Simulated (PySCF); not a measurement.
Species: GaH7O2Si2.
Z-matrix (Å and degrees, PBE0-D3(BJ)/def2-SVP geometry), rows numbered from 1:
```
Si
O   1  1.6560
Ga  2  1.7747  1  142.94
O   3  1.7740  2  115.55  1     2.56
Si  4  1.6550  3  143.80  2     5.63
H   1  1.4958  2  110.91  3    67.89
H   1  1.4971  2  111.10  3   -52.75
H   1  1.4927  2  108.78  3  -172.39
H   3  1.5402  2  122.22  1  -177.33
H   5  1.4926  4  109.17  3  -149.73
H   5  1.4978  4  111.19  3   -29.78
H   5  1.4951  4  110.36  3    90.53
```

Method: PBE0-D3(BJ)/def2-SVP geometry optimisation, gas phase in PySCF.

Take the most abundant isotopes and a rigid rotor. The values belong to one conformer with, in the numbering `[SiH3:1][O:2][GaH:3][O:4][SiH3:5]`, Si1–O2–Ga3–O4 3°, O2–Ga3–O4–Si5 6°.

Problem. What are A, B and C (GHz)?

Solution. Ia = 226.74, Ib = 361.96, Ic = 576.68 u·Å²; 505379 MHz·u·Å²/I gives 2229, 1396 and 876.4 MHz, that is A = 2.2289, B = 1.3962, C = 0.8764 GHz.

Problem. Classify the top.

Solution. An asymmetric top; Ray's κ = -0.231.

Problem. What does the inertial defect say?

Solution. Not planar: Δ = Ic − Ia − Ib = -12.02 u·Å². For a rigid frame Δ = −2 Σ m c², so Σ m c² = 6.01 u·Å² lies off the ab plane: 5.95 from hydrogen and 0.07 from heavier atoms. The atom farthest from that plane is 1.43 Å away.

Problem. Give the other two planar moments, Paa and Pbb, and the rms extents of the mass along the axes.

Solution. Paa = Σ m a² = (Ib + Ic − Ia)/2 = 355.94 and Pbb = Σ m b² = (Ia + Ic − Ib)/2 = 220.73 u·Å². With the mass M = 163.92 u, the rms extents √(P/M) along a, b and c are 1.47, 1.16, 0.19 Å.

Problem. Give the coordinates in the principal-axis frame, origin at the centre of mass.

Solution. The sense of each axis is arbitrary; atoms in the order of the calculation.
```json
{"atom": "Si1", "mass (u)": "27.977", "a (Å)": "-2.091", "b (Å)": "1.364", "c (Å)": "-0.012"}
{"atom": "O2", "mass (u)": "15.995", "a (Å)": "-1.506", "b (Å)": "-0.185", "c (Å)": "0.033"}
{"atom": "Ga3", "mass (u)": "68.926", "a (Å)": "-0.007", "b (Å)": "-1.134", "c (Å)": "0.002"}
{"atom": "O4", "mass (u)": "15.995", "a (Å)": "1.495", "b (Å)": "-0.191", "c (Å)": "-0.048"}
{"atom": "Si5", "mass (u)": "27.977", "a (Å)": "2.111", "b (Å)": "1.344", "c (Å)": "0.015"}
{"atom": "H6", "mass (u)": "1.008", "a (Å)": "-1.854", "b (Å)": "1.985", "c (Å)": "-1.352"}
{"atom": "H7", "mass (u)": "1.008", "a (Å)": "-1.435", "b (Å)": "2.218", "c (Å)": "1.028"}
{"atom": "H8", "mass (u)": "1.008", "a (Å)": "-3.560", "b (Å)": "1.330", "c (Å)": "0.252"}
{"atom": "H9", "mass (u)": "1.008", "a (Å)": "-0.009", "b (Å)": "-2.674", "c (Å)": "0.015"}
{"atom": "H10", "mass (u)": "1.008", "a (Å)": "3.363", "b (Å)": "1.404", "c (Å)": "-0.795"}
{"atom": "H11", "mass (u)": "1.008", "a (Å)": "1.136", "b (Å)": "2.342", "c (Å)": "-0.532"}
{"atom": "H12", "mass (u)": "1.008", "a (Å)": "2.427", "b (Å)": "1.720", "c (Å)": "1.427"}
```

Problem. List the rotational levels J(Ka,Kc) to J = 2 (MHz).

Solution. Above 0(0,0):
J = 1: 1(0,1) 2273, 1(1,1) 3105, 1(1,0) 3625
J = 2: 2(0,2) 6640, 2(1,2) 7131, 2(1,1) 8690, 2(2,1) 11188, 2(2,0) 11366

Problem. Which types of transition are allowed, and where do some lines up to J = 4 fall?

Solution. The dipole components are |μa| = 0.04 D, |μb| = 0.80 D, |μc| = 0.01 D. Intensities carry the squares of the components, which stand as 0.00 : 1.00 : 0.00 (a : b : c). Some lines, for components of 0.1 D or more:

```json
{"type": "b", "branch": "Q", "J(Ka,Kc)": "2(1,1) ← 2(0,2)", "MHz": "2051", "lower level (cm⁻¹)": "0.221"}
{"type": "b", "branch": "Q", "J(Ka,Kc)": "2(2,0) ← 2(1,1)", "MHz": "2676", "lower level (cm⁻¹)": "0.290"}
{"type": "b", "branch": "Q", "J(Ka,Kc)": "3(1,2) ← 3(0,3)", "MHz": "3300", "lower level (cm⁻¹)": "0.429"}
{"type": "b", "branch": "R", "J(Ka,Kc)": "2(0,2) ← 1(1,1)", "MHz": "3534", "lower level (cm⁻¹)": "0.104"}
{"type": "b", "branch": "Q", "J(Ka,Kc)": "3(3,0) ← 3(2,1)", "MHz": "4815", "lower level (cm⁻¹)": "0.627"}
{"type": "b", "branch": "R", "J(Ka,Kc)": "3(1,2) ← 2(2,1)", "MHz": "4961", "lower level (cm⁻¹)": "0.373"}
{"type": "b", "branch": "R", "J(Ka,Kc)": "4(2,2) ← 3(3,1)", "MHz": "5333", "lower level (cm⁻¹)": "0.786"}
{"type": "b", "branch": "Q", "J(Ka,Kc)": "3(3,1) ← 3(2,2)", "MHz": "5560", "lower level (cm⁻¹)": "0.601"}
{"type": "b", "branch": "R", "J(Ka,Kc)": "3(0,3) ← 2(1,2)", "MHz": "5719", "lower level (cm⁻¹)": "0.238"}
{"type": "b", "branch": "Q", "J(Ka,Kc)": "4(3,2) ← 4(2,3)", "MHz": "5969", "lower level (cm⁻¹)": "0.899"}
{"type": "b", "branch": "Q", "J(Ka,Kc)": "4(2,3) ← 4(1,4)", "MHz": "6098", "lower level (cm⁻¹)": "0.696"}
{"type": "b", "branch": "Q", "J(Ka,Kc)": "4(4,0) ← 4(3,1)", "MHz": "7170", "lower level (cm⁻¹)": "1.107"}
{"type": "b", "branch": "R", "J(Ka,Kc)": "2(2,1) ← 1(1,0)", "MHz": "7563", "lower level (cm⁻¹)": "0.121"}
{"type": "b", "branch": "R", "J(Ka,Kc)": "4(0,4) ← 3(1,3)", "MHz": "7702", "lower level (cm⁻¹)": "0.436"}
{"type": "b", "branch": "R", "J(Ka,Kc)": "3(2,2) ← 2(1,1)", "MHz": "9316", "lower level (cm⁻¹)": "0.290"}
{"type": "b", "branch": "R", "J(Ka,Kc)": "4(2,3) ← 3(1,2)", "MHz": "10804", "lower level (cm⁻¹)": "0.539"}
{"type": "b", "branch": "R", "J(Ka,Kc)": "3(3,1) ← 2(2,0)", "MHz": "12200", "lower level (cm⁻¹)": "0.379"}
{"type": "b", "branch": "R", "J(Ka,Kc)": "3(3,0) ← 2(2,1)", "MHz": "12419", "lower level (cm⁻¹)": "0.373"}
{"type": "b", "branch": "R", "J(Ka,Kc)": "4(2,2) ← 3(1,3)", "MHz": "15828", "lower level (cm⁻¹)": "0.436"}
```

Stationary, but not proved a minimum. These are rigid-rotor constants of the computed structure; measured ground-state constants (B0) also hold zero-point vibration. A rigid rotor knows nothing of internal rotation, which can split or shift real lines. Quadrupole hyperfine structure (69Ga) is left out.

Hardware: an Arm Neoverse V2 with one thread, no GPU, shared host with 96 logical CPUs at a one-minute load of 48. Cost: 78 s, 0.55 GiB resident at most. This is the geometry optimisation.
